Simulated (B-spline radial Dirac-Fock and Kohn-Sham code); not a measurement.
**Zn⁹⁺: non-radiative channels of the 1s vacancy**

System: zinc as Zn⁹⁺ in the configuration [Ar] 3d3.

The computed values come from a radial atomic solver: independent-particle rates on relativistic LDA orbitals of the hole state (multipoles up to L = 3, Coulomb Auger matrix elements, transition energies from Dirac-Fock). Kinetic energies are configuration averages from the vacuum level; the two-hole energies are estimated from single-hole states.

```tsv
transition	kinetic energy (eV)	width (meV)	share (%)
K-L1L1	6906.7	52.3	6.1
K-L1L2	7067.0	61.9	7.2
K-L1L3	7091.0	110	12.7
K-L2L3	7231.7	269	31.2
K-L3L3	7254.3	148	17.2
K-L1M1	8046.4	16.8	1.9
K-L1M3	8102.9	18.1	2.1
K-L2M3	8256.6	38.3	4.4
K-L3M2	8275.9	37.9	4.4
K-L3M3	8281.0	42.7	4.9
```

For K holes below about Z = 40 intermediate coupling redistributes the KLL shares among these jj groups. The listed channels hold 92 % of the non-radiative rate. Summed by principal shells, of 0.864 eV in all: KLL 75.6 %, KLM 22.7 %, KMM 1.7 %.
